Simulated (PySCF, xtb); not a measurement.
Si(F)(Cl)(Et)(OH) (C₂H₆ClFOSi), SMILES Cl[Si](O)(F)CC.

xtb with GFN2-xTB at its own geometry gives an orbital gap of 7.34 eV and a dipole moment of 1.69 D.

Geometry: B3LYP-D3(BJ)/def2-SVP. Other conformers were not sampled.

What does ωB97X/def2-TZVP in PySCF give? (The exact figures need the calculation; the answer reports its results.)

gap 14.06 eV (levels -11.44 and 2.61 eV), dipole 1.27 D.
